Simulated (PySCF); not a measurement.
**Polarisability and C₆ of F⁺ (fluorine, charge +1)**

[He] 2s2 2p4, high-spin 3P determinant. Calculation: PySCF 2.14, in x2c-QZVPPall with one added diffuse shell each of s, p, d, f type (8s5p4d3f1g, 73 functions); scalar relativity by spin-free X2C-1e. Coupled (time-dependent) response in atomic units; α is the mean over directions.

| method | mean α (bohr³) | α xx, yy, zz | C₆ (like pair) | S(−4) |
| --- | --- | --- | --- | --- |
| UHF | 1.716 | 1.790, 1.570, 1.790 | 3.121 | 1.259 |
| PBE | 1.883 | 1.927, 1.793, 1.927 | 3.523 | 1.548 |
| PBE0 | 1.821 | 1.875, 1.714, 1.875 | 3.378 | 1.428 |
| r2SCANh | 1.823 | 1.888, 1.693, 1.888 | 3.435 | 1.418 |
| M06-L | 1.841 | 1.919, 1.684, 1.919 | 3.425 | 1.544 |

S(−4) is the Cauchy moment in α(ω) = α(0) + S(−4) ω² + …

α(iu) at r2SCANh:

```
u (hartree)  α(iu) (bohr³)
          0          1.823
     0.0500          1.820
      0.100          1.809
      0.200          1.769
      0.300          1.708
      0.500          1.550
      0.750          1.336
       1.00          1.140
       1.50         0.8348
       2.00         0.6269
       3.00         0.3828
       5.00         0.1810
```

A single London oscillator, α(iu) = α/(1 + u²/ω²), gives C₆ = (3/4) ω α². Matching the computed C₆ needs ω = 4 × 3.435 / (3 × 1.823²) = 1.38 hartree.

For an ion, C₆ is the dispersion term alone; charge-induced terms of lower order in 1/R come first.

The components differ because the open shell of this determinant is not spherical; for a pure term their mean is the scalar polarisability.
